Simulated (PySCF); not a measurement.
C₇H₆OS, SMILES O=Cc1ccc(s1)C=C, GFN2-xTB optimised geometry.

```
15

C     -0.17     2.85     0.00
C      0.77     1.91     0.00
C      0.52     0.49     0.00
C      1.48    -0.50     0.00
C      0.93    -1.79     0.00
C     -0.45    -1.79     0.00
C     -1.33    -2.93     0.00
O     -2.53    -2.89     0.00
S     -1.08    -0.17     0.00
H     -1.22     2.59     0.00
H      0.07     3.89     0.00
H      1.82     2.18     0.00
H      2.53    -0.30     0.00
H      1.52    -2.69     0.00
H     -0.78    -3.89     0.00
```

Density from CAM-B3LYP/def2-TZVP (PySCF) at that geometry.

Minimum of the electron density along straight lines between bonded atoms, close to the bond critical point (lines longer than 1.1 times the sum of covalent radii, or with two minima, are not listed):

```json
[
 {"bond": "C1–C2", "length / Å": "1.330", "ρ at the minimum / e bohr⁻³": "0.356", "∇²ρ there / e bohr⁻⁵": "-1.11", "position (fraction from the first atom)": "0.49"},
 {"bond": "C2–C3", "length / Å": "1.438", "ρ at the minimum / e bohr⁻³": "0.294", "∇²ρ there / e bohr⁻⁵": "-0.87", "position (fraction from the first atom)": "0.48"},
 {"bond": "C3–C4", "length / Å": "1.380", "ρ at the minimum / e bohr⁻³": "0.326", "∇²ρ there / e bohr⁻⁵": "-0.95", "position (fraction from the first atom)": "0.52"},
 {"bond": "C4–C5", "length / Å": "1.394", "ρ at the minimum / e bohr⁻³": "0.319", "∇²ρ there / e bohr⁻⁵": "-0.95", "position (fraction from the first atom)": "0.50"},
 {"bond": "C5–C6", "length / Å": "1.379", "ρ at the minimum / e bohr⁻³": "0.325", "∇²ρ there / e bohr⁻⁵": "-0.95", "position (fraction from the first atom)": "0.49"},
 {"bond": "C6–C7", "length / Å": "1.441", "ρ at the minimum / e bohr⁻³": "0.298", "∇²ρ there / e bohr⁻⁵": "-0.89", "position (fraction from the first atom)": "0.51"},
 {"bond": "C7–O8", "length / Å": "1.208", "ρ at the minimum / e bohr⁻³": "0.426", "∇²ρ there / e bohr⁻⁵": "-0.17", "position (fraction from the first atom)": "0.34"},
 {"bond": "C3–S9", "length / Å": "1.730", "ρ at the minimum / e bohr⁻³": "0.216", "∇²ρ there / e bohr⁻⁵": "-0.45", "position (fraction from the first atom)": "0.49"},
 {"bond": "C6–S9", "length / Å": "1.736", "ρ at the minimum / e bohr⁻³": "0.213", "∇²ρ there / e bohr⁻⁵": "-0.44", "position (fraction from the first atom)": "0.48"},
 {"bond": "C1–H10", "length / Å": "1.078", "ρ at the minimum / e bohr⁻³": "0.289", "∇²ρ there / e bohr⁻⁵": "-1.04", "position (fraction from the first atom)": "0.65"},
 {"bond": "C1–H11", "length / Å": "1.075", "ρ at the minimum / e bohr⁻³": "0.290", "∇²ρ there / e bohr⁻⁵": "-1.06", "position (fraction from the first atom)": "0.65"},
 {"bond": "C2–H12", "length / Å": "1.083", "ρ at the minimum / e bohr⁻³": "0.287", "∇²ρ there / e bohr⁻⁵": "-1.03", "position (fraction from the first atom)": "0.65"},
 {"bond": "C4–H13", "length / Å": "1.076", "ρ at the minimum / e bohr⁻³": "0.290", "∇²ρ there / e bohr⁻⁵": "-1.05", "position (fraction from the first atom)": "0.65"},
 {"bond": "C5–H14", "length / Å": "1.076", "ρ at the minimum / e bohr⁻³": "0.291", "∇²ρ there / e bohr⁻⁵": "-1.06", "position (fraction from the first atom)": "0.65"},
 {"bond": "C7–H15", "length / Å": "1.109", "ρ at the minimum / e bohr⁻³": "0.279", "∇²ρ there / e bohr⁻⁵": "-0.99", "position (fraction from the first atom)": "0.65"}
]
```
